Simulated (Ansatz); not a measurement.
Pulling on the O6–H7 bond in CH4OSn (SMILES [CH3][Sn][OH]) (multiplicity 1 held, fragments rigid). Energies count from the point at 0.963 Å.
Geometry at that point (charge 0, multiplicity 1):
```xyz
7

Sn     0.0224    -0.0636     0.3886
C      0.4195     1.6072    -0.9817
H     -0.2020     2.4693    -0.7259
H      0.2008     1.2878    -2.0005
H      1.4642     1.9210    -0.9117
O     -0.5375    -1.2505    -1.1305
H     -0.7986    -2.1366    -0.8572
```

Restricted levels (R-, RO-) in cc, def2 and unpolarised 6-31G sets keep to the state of the molecule at rest. Active spaces are followed from a long bond inwards. Curves can end on different states.

Cores are frozen in the correlated methods. Filled d and f shells under p-block atoms count as core.

The values were computed with Ansatz (Gaussian orbitals).  In def2 rows elements past Kr take small-core potentials, without spin–orbit coupling.

Energies in kcal/mol.

| R (Å) | R-HF/def2-SVP | R-SCS-MP2/def2-SVP | R-CCSD(T)/def2-SVP | CASSCF(4,3)/def2-SVP | FIC-MRCISD+Q on CASSCF(4,3)/def2-SVP |
|---|---|---|---|---|---|
| 0.771 | 32.8 | 38.1 | 38.1 | 37.1 | 37.5 |
| 0.867 | 5.0 | 7.7 | 7.6 | 7.3 | 7.4 |
| 0.963 | 0.0 | 0.0 | 0.0 | 0.0 | 0.0 |
| 1.060 | 6.9 | 4.2 | 4.2 | 4.2 | 4.4 |
| 1.156 | 19.8 | 14.4 | 14.3 | ? | 14.6 |
| 1.301 | 43.5 | 34.0 | 33.4 | ? | 33.9 |
| 1.445 | 67.8 | 54.2 | 52.5 | 49.2 | 53.1 |
| 1.686 | 104.5 | 83.4 | 78.4 | 71.5 | 78.9 |
| 1.927 | 134.9 | 105.2 | 94.9 | 85.2 | 95.1 |
| 2.216 | 163.6 | 121.8 | 103.6 | 93.3 | 104.8 |
| 2.601 | 191.3 | 130.0 | 104.1 | 97.0 | 109.2 |
| 3.083 | 213.6 | 125.5 | 98.9 | ? | 110.6 |

Problem. Fill in the missing entries.

Solution. 
- 1.156, CASSCF(4,3)/def2-SVP: 14.0
- 1.301, CASSCF(4,3)/def2-SVP: 31.9
- 3.083, CASSCF(4,3)/def2-SVP: 98.2

Doubts at one or more of the structures used: a restricted determinant that unrestricted orbitals would lower (R-HF/def2-SVP, R-SCS-MP2/def2-SVP, R-CCSD(T)/def2-SVP); other coupled-cluster roots lie near (R-CCSD(T)/def2-SVP); T1 above 0.05 (R-CCSD(T)/def2-SVP); active orbitals that take no part (CASSCF(4,3)/def2-SVP, FIC-MRCISD+Q on CASSCF(4,3)/def2-SVP).

Ansatz is a program for electronic structure.
